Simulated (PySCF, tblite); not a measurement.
Isomers of C8H13ClO, one GFN2-xTB conformer each. Single-point energies are computed at PBE0/pcSseg-1 (PySCF, gas phase, no added dispersion term), electronic only.

**Question.** Rank them by PBE0/pcSseg-1 energy, lowest first (kJ/mol).
A. `[CH3:1]/[CH:2]=[C:3](\[C:4](=[O:5])[Cl:6])[C:7]([CH3:8])([CH3:9])[CH3:10]` with C2–C3–C4–O5 -113°
B. `[CH3:1][C@@H:2]1[CH2:3][CH2:4][C@@:5]([CH3:6])([C:7](=[O:8])[Cl:9])[CH2:10]1` with C4–C5–C7–O8 126°, C1–C2–C3–C4 -165°, C2–C3–C4–C5 32°, C3–C4–C5–C6 113°, C4–C5–C10–C2 -18°
C. `[CH2:1]=[CH:2][C@@H:3]([Cl:4])[C:5]([CH3:6])([CH3:7])[CH2:8][CH:9]=[O:10]` with C1–C2–C3–Cl4 -22°, C2–C3–C5–C6 -61°, C3–C5–C8–C9 -59°, C5–C8–C9–O10 2°
D. `[CH3:1][C@@H:2]1[CH2:3][CH2:4][CH2:5][C@:6]1([CH3:7])[C:8](=[O:9])[Cl:10]` with C5–C6–C8–O9 -27°, C1–C2–C3–C4 -160°, C2–C3–C4–C5 15°, C3–C4–C5–C6 10°, C4–C5–C6–C7 -151°

**Answer.** B (0.0), D (7.8), A (84.9), C (143.3).

As drawn, the highest has a C=C bond outside aromatic rings, which the lowest lacks. Neighbours under 10 kJ/mol apart (C[C@@H]1CC[C@@](C)(C(=O)Cl)C1 and C[C@@H]1CCC[C@]1(C)C(=O)Cl) can change places with a better method, another conformer or zero-point energy. GFN2-xTB itself gives, in the same order: 0.0, 7.9, 104.5, 186.8. Both levels put the same isomer lowest; measured from each level's own lowest isomer, the values differ by up to 43.5 kJ/mol (C=C[C@@H](Cl)C(C)(C)CC=O: 186.8 against 143.3).

**Question.** Which frontier levels, dipoles and rotational constants go with these structures?

**Answer.** 
| SMILES | HOMO (eV, PBE0/pcSseg-1) | LUMO (eV) | dipole (D) | A, B, C (MHz) |
| --- | --- | --- | --- | --- |
| C[C@@H]1CC[C@@](C)(C(=O)Cl)C1 | -8.28 | -0.85 | 3.11 | 2104, 714.0, 673.1 |
| C[C@@H]1CCC[C@]1(C)C(=O)Cl | -8.22 | -0.95 | 3.09 | 1668, 945.5, 890.6 |
| C/C=C(\C(=O)Cl)C(C)(C)C | -7.54 | -1.33 | 3.16 | 1454, 903.4, 753.5 |
| C=C[C@@H](Cl)C(C)(C)CC=O | -7.39 | -0.74 | 2.60 | 1528, 896.2, 782.6 |

**Question.** What happens when harmonic zero-point energies from GFN2-xTB frequencies are added?

**Answer.** 
```json
{"SMILES": "C[C@@H]1CC[C@@](C)(C(=O)Cl)C1", "ZPE (kJ/mol)": "510.5", "electronic (kJ/mol)": "0.0", "with ZPE (kJ/mol)": "0.0"}
{"SMILES": "C[C@@H]1CCC[C@]1(C)C(=O)Cl", "ZPE (kJ/mol)": "510.6", "electronic (kJ/mol)": "7.8", "with ZPE (kJ/mol)": "7.9"}
{"SMILES": "C/C=C(\\C(=O)Cl)C(C)(C)C", "ZPE (kJ/mol)": "499.7", "electronic (kJ/mol)": "84.9", "with ZPE (kJ/mol)": "74.0"}
{"SMILES": "C=C[C@@H](Cl)C(C)(C)CC=O", "ZPE (kJ/mol)": "496.9", "electronic (kJ/mol)": "143.3", "with ZPE (kJ/mol)": "129.7"}
```

The zero-point energies span 13.7 kJ/mol. The order is unchanged.
